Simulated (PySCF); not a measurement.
**Fractional electron number in Cu⁺ (copper, charge +1)**

The 3d beta orbital of [Ar] 3d10 is emptied in steps (occupation f), with all orbitals relaxed, ending at [Ar] 3d9. All numbers are calculated (PySCF 2.14, scalar relativity through the core potential, in aug-cc-pVTZ-PP with ECP10MDF (6s6p5d3f2g, 88 functions)). The exact energy is a straight line in f; departures are measured from the line between the end points of the same method.

```csv
f,PBE0 (eV),r2SCAN (eV),LC-wPBE (eV)
1,0.000,0.000,0.000
0.9,-0.386,-0.584,-0.171
0.7,-0.918,-1.374,-0.414
0.5,-1.110,-1.647,-0.508
0.3,-0.946,-1.392,-0.439
0.1,-0.411,-0.599,-0.193
0,0.000,0.000,0.000
```

```tsv
method	E(f=0) − E(f=1) (eV)	−ε at f=1 (eV)	−ε at f=0.5 (eV)
PBE0	20.106	15.853	20.023
r2SCAN	20.049	13.595	19.993
LC-wPBE	20.487	18.624	20.408
```

Orbital energy along the path (eV):

```tsv
f	PBE0	r2SCAN	LC-wPBE
1	-15.853	-13.595	-18.624
0.9	-16.635	-14.833	-18.934
0.7	-18.282	-17.377	-19.628
0.5	-20.023	-19.993	-20.408
0.3	-21.843	-22.663	-21.261
0.1	-23.731	-25.366	-22.178
0	-24.699	-26.717	-22.661
```

Reference removal energy between the ground levels: 20.292 eV (measured; NIST Atomic Spectra Database, ionization energies). The calculation has no spin-orbit coupling.
